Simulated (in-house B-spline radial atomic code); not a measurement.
Radial electron density of the iron ion Fe⁵⁺, [Ar] 3d3. All numbers are computed (scalar-relativistic (X2C) Hartree-Fock, spin-polarised, averaged over the determinants with the given up and down occupations; Fermi nucleus of rms radius 3.7377 fm) with a B-spline radial code for spherical atoms, not measured.

One-electron X2C: radii and densities carry no picture-change correction, so inner-shell <1/r> comes out high (for 1s by about 2 % at Z = 33, 5 % at 54, 10 % at 75, 30 % at 118) and <r> low.

Columns: r (bohr), 4πr²n(r) (electrons per bohr), bar.

```
 0.00221   0.8457 #
 0.00264    1.156 #
 0.00314    1.563 ##
 0.00375    2.117 ###
 0.00447    2.844 ####
 0.00533    3.797 #####
 0.00635    5.023 ######
 0.00757    6.588 ########
 0.00903    8.551 ###########
  0.0108    10.99 ##############
  0.0128    13.72 #################
  0.0153    16.99 #####################
  0.0183    20.56 ##########################
  0.0218    24.09 ##############################
   0.026    27.35 ##################################
  0.0309    29.85 #####################################
  0.0369    31.28 #######################################
   0.044    31.27 #######################################
  0.0525    29.85 #####################################
  0.0626    27.54 ###################################
  0.0746    25.33 ################################
  0.0889    24.38 ###############################
   0.106    25.58 ################################
   0.126    28.77 ####################################
   0.151     32.8 #########################################
    0.18    35.07 ############################################
   0.214    33.74 ##########################################
   0.256    28.28 ###################################
   0.305    20.87 ##########################
   0.363    14.73 ##################
   0.433    12.25 ###############
   0.517    13.34 #################
   0.616    15.31 ###################
   0.734    15.38 ###################
   0.876    12.64 ################
    1.04    8.479 ###########
    1.25    4.346 #####
    1.48    1.867 ##
    1.77   0.5898 #
    2.11   0.1442 
    2.52  0.02551 
       3 0.003277
```

On this grid the curve has 3 maxima, near 0.0369, 0.18, 0.734 bohr.

The 3d up radial function P(r) = rR(r), positive near the nucleus:

| r (bohr) | P |
| --- | --- |
| 0.0218 | 0.00164 |
| 0.0309 | 0.004292 |
| 0.044 | 0.01107 |
| 0.0626 | 0.0274 |
| 0.0889 | 0.06411 |
| 0.126 | 0.1394 |
| 0.18 | 0.2816 |
| 0.256 | 0.5032 |
| 0.363 | 0.7791 |
| 0.517 | 1.017 |
| 0.734 | 1.065 |
| 1.04 | 0.8562 |
| 1.48 | 0.4878 |
| 2.11 | 0.1716 |
| 3 | 0.03061 |
